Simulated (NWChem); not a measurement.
Molecule: GeN$_{2}$H$_{5}$Cl; SMILES [NH2][GeH]([NH2])[Cl]

```xyz
9

Ge    -0.0102    -0.3611     0.3202
N     -1.4443    -1.3277    -0.2753
N      1.4510    -1.1237    -0.4958
Cl     0.0789     1.7305    -0.3642
H     -0.1016    -0.2982     1.8680
H     -1.4899    -1.3896    -1.2989
H     -2.3536    -1.0147     0.0818
H      2.2673    -0.5018    -0.4922
H      1.7226    -2.0247    -0.0847
```
Atoms are numbered in this order, from 1.

Results from NWChem. Pople sets run with spherical d functions. Coordinates come from a PBE-D3(BJ)/def2-SVP optimisation. Vzz is the largest principal value of the second derivative of the potential at the nucleus (NWChem prints the opposite sign); η is the asymmetry. Non-relativistic.

| level | Vzz Ge1 (a.u.) | η Ge1 | Vzz N2 (a.u.) | η N2 | Vzz N3 (a.u.) | η N3 | Vzz Cl4 (a.u.) | η Cl4 |
|---|---|---|---|---|---|---|---|---|
| Hartree-Fock/6-31G* | 1.308 | 0.41 | -0.824 | 0.20 | -0.859 | 0.16 | 2.034 | 0.06 |
| Hartree-Fock/def2-SVP | 1.302 | 0.45 | … | … | … | … | … | 0.05 |
| CAM-B3LYP/6-31G* | 1.151 | 0.52 | -0.790 | 0.18 | -0.840 | 0.12 | 2.158 | 0.07 |

### Question
Complete the blanks.

### Answer

- Hartree-Fock/def2-SVP, Vzz N2 (a.u.): -0.889
- Hartree-Fock/def2-SVP, η N2: 0.25
- Hartree-Fock/def2-SVP, Vzz N3 (a.u.): -0.917
- Hartree-Fock/def2-SVP, η N3: 0.21
- Hartree-Fock/def2-SVP, Vzz Cl4 (a.u.): 2.060
